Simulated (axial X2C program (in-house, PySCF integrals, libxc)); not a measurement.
Potential curves of SnPt, 2c

All values were computed with an axial X2C code built on PySCF integrals. Two-component (2c) means X2C with spin–orbit coupling and atomic mean-field two-electron Coulomb and Gaunt terms. Basis: Pt dyall-v2z [11s12p9d5f], Sn dyall-v2z [9s9p7d] (cores contracted in-house); Gaussian nuclei, density fitting, unrestricted open shells. Masses: Pt 194.965 u, Sn 119.902 u.

State: Ω = 0 (closed shell). Energies in kJ/mol from the lowest point of each curve. Fits are polynomials in 1 − R0/R over 0.85 to 1.23 times the lowest point R0.

```json
{"R (Å)": "2.0732", "M06": "171.63", "BLYP": "177.22", "PBE0": "144.72"}
{"R (Å)": "2.1685", "M06": "76.47", "BLYP": "79.68", "PBE0": "57.88"}
{"R (Å)": "2.2400", "M06": "34.38", "BLYP": "36.38", "PBE0": "22.05"}
{"R (Å)": "2.3115", "M06": "10.40", "BLYP": "11.53", "PBE0": "4.31"}
{"R (Å)": "2.3830", "M06": "0.00", "BLYP": "0.41", "PBE0": "0.00"}
{"R (Å)": "2.4664", "M06": "0.30", "BLYP": "0.00", "PBE0": "7.19"}
{"R (Å)": "2.5498", "M06": "10.12", "BLYP": "9.09", "PBE0": "23.57"}
{"R (Å)": "2.6570", "M06": "31.89", "BLYP": "29.73", "PBE0": "53.21"}
{"R (Å)": "2.7881", "M06": "66.62", "BLYP": "62.67", "PBE0": "96.61"}
{"R (Å)": "2.9787", "M06": "123.37", "BLYP": "115.88", "PBE0": "163.93"}
```

One determinant describes the state; a PBE0 search over occupations chose it and may have missed a lower one. Closed shells are restricted here (equal orbitals for both partners); the stretched side of such a curve lies too high.

Q: What are Re and ωe at the M06 level?

A: At M06, 2c: Re = 2.421 Å, ωe ≈ 251 cm⁻¹; Be follows as 0.0387 cm⁻¹.

Q: Fit the BLYP curve near its minimum: give the equilibrium distance and the harmonic wavenumber.

A: At BLYP, 2c: Re = 2.426 Å, ωe ≈ 248 cm⁻¹; Be follows as 0.0386 cm⁻¹.

Q: Fit the PBE0 curve near its minimum: give the equilibrium distance and the harmonic wavenumber.

A: At PBE0, 2c: Re = 2.375 Å, ωe ≈ 274 cm⁻¹; Be follows as 0.0403 cm⁻¹.
